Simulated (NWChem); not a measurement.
CH4GeO2, singlet; SMILES C[O][Ge][OH]

```xyz
8

Ge     0.3632     0.7042    -0.0001
O     -1.4485     0.7621     0.0001
H     -1.8872    -0.1043     0.0012
O      0.6730    -1.0850     0.0003
C     -0.3065    -2.1069    -0.0002
H     -0.9514    -2.0617    -0.8909
H      0.2032    -3.0763    -0.0055
H     -0.9452    -2.0681     0.8951
```
Atoms are numbered in this order, from 1.

Computed with NWChem. Medium grid unless said otherwise, to which SCAN and Minnesota functionals are sensitive. Low-valent species are run as closed-shell singlets; no triplet was tried in these runs. Coordinates come from a B3LYP/6-31G* (spherical d) optimisation. Hybrids' shares of exact exchange are those that their runs print; pure functionals count as 0. The functionals differ in more than this share.

| row | share of exact exchange | orbital gap (eV) |
|---|---|---|
| PBE/def2-TZVP | 0.00 | 4.30 |
| r2SCAN/def2-TZVP | 0.00 | 4.64 |
| B3LYP/def2-TZVP | 0.20 | 5.85 |
| PBE0/def2-TZVP | 0.25 | withheld |
| M06-2X/def2-TZVP | 0.54 | 8.16 |

### Question
Fit a straight line of the last column on the one before it, predict the withheld value, and compare with the run.

### Answer

1. Means of the 4 shown rows: x = 0.185, y = 5.737. Slope Σ(x − x̄)(y − ȳ)/Σ(x − x̄)² = 1.331/0.1947 = 6.834; intercept 4.473.
2. The shown rows scatter about the line by 0.120 (root mean square); the largest residual is -0.17, at PBE/def2-TZVP.
3. At x = 0.25 (PBE0/def2-TZVP; inside the shown range) the line gives 6.18.
4. The run gives 6.24, +0.06 from the line, 0.5 times the scatter.
